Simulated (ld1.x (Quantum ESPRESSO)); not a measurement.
# Which change was made? (Zr, TM semilocal)

zirconium, norm-conserving Troullier–Martins (semilocal form), made with ld1.x (Quantum ESPRESSO) 7.5 (LDA (PZ), scalar-relativistic). Core [Ar] 3d10 4s2, reference 4p6 4d2 5s2 5p0. Waves: 4p (bound): rc 2.05 bohr; 4d (bound): rc 2.15 bohr; 5s (bound): rc 3.10 bohr. Local part: the s channel. Core correction: a·sin(br)/r model core inside 1.80 bohr.

Cutoffs, loose and tight: the cutoffs (Ry, on a coarse ladder) from which the occupation-weighted sum of valence levels, in a spherical-Bessel basis at the reference potential, stays within 10 and 1 mRy of its value at 400 Ry. They do not see the model core or the augmentation charge, which bear on the density cutoff. Test errors are all-electron minus pseudo excitation energies from the reference, over the configurations 4p6 4d2 5s1 5p0; 4p6 4d2 5s0 5p0; 4p6 4d1 5s0 5p0; 4p6 4d0 5s0 5p0; 4p6 4d2.5 5s1.5 5p0; 4p6 4d1 5s2 5p0; 4p6 4d3 5s1 5p0 (two spin-polarised tests are not counted in the largest error); variants that change the core or the reference have their own tests.

The base gives: outcome: generated; cutoff, loose: 30 Ry; cutoff, tight: 40 Ry; bound ghosts: none; largest test error (meV): +156.

(1) After one change the result is: outcome: generated; cutoff, loose: 25 Ry; cutoff, tight: 35 Ry; bound ghosts: none; largest test error (meV): +144. Which change was it?
A. all radii but the core radius scaled by about 1.08 (s 3.36, p 2.22, d 2.32 bohr)
B. all radii but the core radius scaled by about 1.20 (s 3.70, p 2.46, d 2.58 bohr)
C. all radii but the core radius scaled by about 1.38 (s 4.28, p 2.82, d 2.96 bohr)
D. all radii but the core radius scaled by about 0.90 (s 2.78, p 1.84, d 1.92 bohr)

## Answers

(1) A. The others give: all radii but the core radius scaled by about 1.38 (s 4.28, p 2.82, d 2.96 bohr) → outcome: generated; cutoff, loose: 21 Ry; cutoff, tight: 35 Ry; bound ghosts: none; largest test error (meV): -192 | all radii but the core radius scaled by about 1.20 (s 3.70, p 2.46, d 2.58 bohr) → outcome: generated; cutoff, loose: 25 Ry; cutoff, tight: 35 Ry; bound ghosts: none; largest test error (meV): +72 | all radii but the core radius scaled by about 0.90 (s 2.78, p 1.84, d 1.92 bohr) → outcome: generated; cutoff, loose: 35 Ry; cutoff, tight: 45 Ry; bound ghosts: none; largest test error (meV): +121.
